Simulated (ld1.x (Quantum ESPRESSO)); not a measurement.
## u(r) = r·R(r): atom against pseudo-atom (cadmium)

Columns: radius, all-electron u(r) and pseudo u(r) of the 5s shell (level -32.26 eV) of cadmium in the configuration [Kr] 4d9 5s0 5p0; PBE, scalar-relativistic, PAW scheme, ld1.x (Quantum ESPRESSO) 7.5.

```tsv
r (bohr)	all-electron	pseudo
0.132	-0.0735	0.0841
0.265	0.2540	0.1678
0.398	0.0349	0.2497
0.530	-0.2647	0.3282
0.663	-0.3920	0.4036
0.795	-0.3412	0.4739
0.928	-0.1814	0.5393
1.060	0.0189	0.5981
1.193	0.2195	0.6504
1.325	0.3943	0.6947
1.458	0.5364	0.7311
1.590	0.6418	0.7586
1.723	0.7142	0.7771
1.855	0.7566	0.7861
1.988	0.7746	0.7855
2.120	0.7728	0.7754
2.252	0.7556	0.7558
2.385	0.7268	0.7268
2.518	0.6895	0.6895
2.650	0.6470	0.6470
2.782	0.6011	0.6011
2.915	0.5533	0.5533
3.048	0.5053	0.5053
3.180	0.4586	0.4586
3.312	0.4136	0.4136
3.445	0.3707	0.3707
```

Problem. How many radial nodes do the two functions have?

Solution. The all-electron 5s function has n − l − 1 = 4 (the table is too coarse to show those close to the nucleus); the pseudo-wave has 0, since the states of the same l below it are removed with the core.

Problem. At about which radius was the pseudo-wave matched?

Solution. 2.35 bohr, where the columns begin to agree (steps of 0.13 bohr).

Problem. Is the pseudo-wave norm-conserving?

Solution. No, it belongs to a PAW set: the norm inside the radius is not constrained, and the difference is carried by the augmentation charge.
